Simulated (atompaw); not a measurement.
## Scattering properties, PAW (atompaw) potential for Bi (Z = 83)

atompaw 4.2.0.5 input, output lines left out:

```
Bi 83
LDA-PW scalarrelativistic loggrid 2001 logderivrange -3 5 201
6 6 5 4 0 0
6 0 1
6 1 4
0 0 0
c
c
c
c
c
v
c
c
c
c
v
c
c
c
c
1
2.35 2.15 2.20 1.75
y
-0.55
n
y
0.35
n
custom polynom2 7 10 vanderbiltortho sinc
bessel
2.35
2.35
2.35
2.35
```

The phase is arctan(r·u′/u) with u = r·R(r), unwrapped; energies in Ry, scanned from -3 to 5 Ry. A pole is an energy at which the radial function vanishes at the test radius. The pseudo phase is shifted by a multiple of π to meet the all-electron one at the reference energy, and phase errors are pseudo minus all-electron; the curves can meet again beyond the range given. Levels narrower than the energy grid can be missing from the lists of poles.

Task: For each channel, where are the poles, and over which energies does the pseudopotential scatter like the atom?

Result:

| channel | radius (bohr) | reference energy (Ry) | poles, all-electron | poles, pseudo | unbroken range about the reference energy with phases within 0.05 rad | phase error 1 Ry above the reference energy (rad) |
| --- | --- | --- | --- | --- | --- | --- |
| s | 2.35 | -1.16 | 0.71 | 0.71 | below 3.6 | -0.000 |
| p | 2.35 | -0.40 | 2.84 | 2.80 | below 4.8 | -0.000 |

Phases in the s channel:

```
E (Ry)  all-electron  pseudo
 -3.00         1.154   1.154
 -2.52         1.026   1.026
 -2.04         0.733   0.733
 -1.56        -0.074  -0.074
 -1.08        -0.966  -0.966
 -0.60        -1.303  -1.303
 -0.12        -1.448  -1.448
  0.36        -1.529  -1.529
  0.84        -1.584  -1.585
  1.32        -1.627  -1.628
  1.80        -1.665  -1.667
  2.28        -1.702  -1.706
  2.76        -1.741  -1.750
  3.24        -1.787  -1.810
  3.72        -1.847  -1.909
  4.20        -1.935  -2.158
  4.68        -2.083  -3.441
```
